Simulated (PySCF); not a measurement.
**Radial density of B (boron, neutral)**

B2PLYP, [He] 2s1 2p1 3s1, high-spin 4P determinant (an excited configuration). Calculation: PySCF 2.14, in aug-cc-pVQZ-DK (6s5p4d3f2g, 80 functions); the spin-free X2C one-electron Hamiltonian (Gaussian nucleus).

```
r (bohr)  4πr²ρ (e/bohr)  4πr²(ρα − ρβ)
 0.00493         0.02132         0.0007
 0.00829         0.05762         0.0019
  0.0140          0.1531         0.0049
  0.0235          0.3920         0.0125
  0.0395          0.9437         0.0299
  0.0664           2.041         0.0634
   0.112           3.701         0.1099
   0.188           5.015         0.1330
   0.316           4.235         0.0920
   0.531           1.804         0.1696
   0.894          0.9345         0.7483
    1.50           1.156         1.1527
    2.53          0.4788         0.4788
    4.25          0.1997         0.1997
    7.15          0.1563         0.1563
    12.0        0.003075         0.0031
```

Densities and radii are taken from the X2C orbitals without a picture-change correction, which distorts them close to the nucleus.

The outer electron is Rydberg-like, and this basis confines it to a smaller radius and binds it less than a complete one would.
